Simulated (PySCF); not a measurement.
BH2O3, charge -1.

```xyz
6

O      0.0000     1.1715    -0.7241
B      0.0000     0.0000     0.1083
O      0.0000    -1.1715    -0.7241
O      0.0000     0.0000     1.4070
H      0.0000     1.9086    -0.1058
H      0.0000    -1.9086    -0.1058
```
Charge -1, spin multiplicity 1.

Geometry: B3LYP-D3(BJ)/def2-SVPD. The values are those of a single conformer.

Method: PBE/pcSseg-2 run with PySCF. Non-relativistic, no solvent.

Computed absolute GIAO shielding of each atom: isotropic value and principal components (ppm):
| atom | σ(iso) | σ11 | σ22 | σ33 | span |
|---|---|---|---|---|---|
| O1 | 247.2 | 207.5 | 217.7 | 316.3 | 108.8 |
| B2 | 76.2 | 36.5 | 73.6 | 118.6 | 82.1 |
| O3 | 247.2 | 207.5 | 217.7 | 316.3 | 108.8 |
| O4 | 174.0 | 46.2 | 236.0 | 239.7 | 193.5 |
| H5 | 30.8 | 25.6 | 27.2 | 39.8 | 14.2 |
| H6 | 30.8 | 25.6 | 27.2 | 39.8 | 14.2 |
